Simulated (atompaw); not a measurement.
**u(r) = r·R(r): atom against pseudo-atom (Fe)**

Columns: radius, all-electron u(r) and pseudo u(r) of the 3d shell (level -9.48 eV) of iron in the configuration [Ar] 3d6 4s1.75 4p0; PBE, scalar-relativistic, PAW (atompaw) scheme, atompaw 4.2.0.5.

```json
{"r (bohr)": "0.108", "all-electron": "0.0827", "pseudo": "0.0093"}
{"r (bohr)": "0.215", "all-electron": "0.3178", "pseudo": "0.0680"}
{"r (bohr)": "0.323", "all-electron": "0.5666", "pseudo": "0.2011"}
{"r (bohr)": "0.431", "all-electron": "0.7532", "pseudo": "0.3943"}
{"r (bohr)": "0.538", "all-electron": "0.8659", "pseudo": "0.6005"}
{"r (bohr)": "0.646", "all-electron": "0.9166", "pseudo": "0.7707"}
{"r (bohr)": "0.754", "all-electron": "0.9212", "pseudo": "0.8672"}
{"r (bohr)": "0.862", "all-electron": "0.8963", "pseudo": "0.8869"}
{"r (bohr)": "0.969", "all-electron": "0.8545", "pseudo": "0.8552"}
{"r (bohr)": "1.077", "all-electron": "0.8035", "pseudo": "0.8035"}
{"r (bohr)": "1.185", "all-electron": "0.7489", "pseudo": "0.7489"}
{"r (bohr)": "1.292", "all-electron": "0.6943", "pseudo": "0.6943"}
{"r (bohr)": "1.400", "all-electron": "0.6409", "pseudo": "0.6409"}
{"r (bohr)": "1.508", "all-electron": "0.5901", "pseudo": "0.5901"}
{"r (bohr)": "1.615", "all-electron": "0.5428", "pseudo": "0.5428"}
{"r (bohr)": "1.723", "all-electron": "0.4984", "pseudo": "0.4984"}
{"r (bohr)": "1.831", "all-electron": "0.4575", "pseudo": "0.4575"}
{"r (bohr)": "1.938", "all-electron": "0.4201", "pseudo": "0.4201"}
{"r (bohr)": "2.046", "all-electron": "0.3854", "pseudo": "0.3854"}
{"r (bohr)": "2.154", "all-electron": "0.3536", "pseudo": "0.3536"}
{"r (bohr)": "2.262", "all-electron": "0.3245", "pseudo": "0.3245"}
{"r (bohr)": "2.369", "all-electron": "0.2980", "pseudo": "0.2980"}
{"r (bohr)": "2.477", "all-electron": "0.2734", "pseudo": "0.2734"}
{"r (bohr)": "2.585", "all-electron": "0.2509", "pseudo": "0.2509"}
{"r (bohr)": "2.692", "all-electron": "0.2304", "pseudo": "0.2304"}
{"r (bohr)": "2.800", "all-electron": "0.2114", "pseudo": "0.2114"}
```

(1) How many radial nodes do the two functions have?

(2) At about which radius was the pseudo-wave matched?

(3) Is the pseudo-wave norm-conserving?

## Answers

(1) The all-electron 3d function has n − l − 1 = 0; the pseudo-wave has 0.

(2) 1.10 bohr, where the columns begin to agree (steps of 0.11 bohr).

(3) No, it belongs to a PAW set: the norm inside the radius is not constrained, and the difference is carried by the augmentation charge.
